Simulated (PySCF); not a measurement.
[Er(H2S)2]3+: from a saddle point downhill

PySCF 2.14.0, RKS PBE0, Er lcecp-1-SVP with ECP57, S def2-SVP, H def2-SVP; non-relativistic Hamiltonian with scalar-relativistic core potentials where named; density fitting; no spin-orbit coupling. Relaxed within the symmetry of its start, the geometry (C2h) is

```xyz
7

Er    0.0000    0.0000    0.0000
S     0.0000   -0.0126    2.7874
H     1.0359    0.7356    3.2838
H    -1.0359    0.7356    3.2838
S     0.0000    0.0126   -2.7874
H     1.0359   -0.7356   -3.2838
H    -1.0359   -0.7356   -3.2838
```

and its lowest harmonic modes are -116, -66, -43, 195, 220, 338 cm⁻¹ (negative: unstable). It was moved along the lowest mode and relaxed again, within the group C2 that the move left.

(1) Where does it end, and how much lower?

(2) How do the contacts change?

(3) Is the end a minimum?

An lcecp potential fixes the number of 4f electrons, so in runs with it no electron can move into or out of that shell.

State: singlet in the valence, with the 4f electrons in the core potential.

Results:

(1) In C2, 0.352 eV lower, after 53 steps:
```xyz
7

Er   -1.3694    0.0000    0.0000
S     0.4414    0.1943    2.0595
H     0.8269    1.5085    2.1566
H    -0.2536    0.1241    3.2421
S     0.4414   -0.1943   -2.0595
H     0.8269   -1.5085   -2.1566
H    -0.2536   -0.1241   -3.2421
```

(2) 
```tsv
contact	saddle (Å)	end (Å)
Er1–S2 (H2S)	2.787	2.749
Er1–S5 (H2S)	2.787	2.749
```


(3) Yes, as far as the noise of the softest modes lets one tell (those above −25 cm⁻¹ count as noise); lowest modes 42, 48, 99, 225, 225, 441 cm⁻¹.
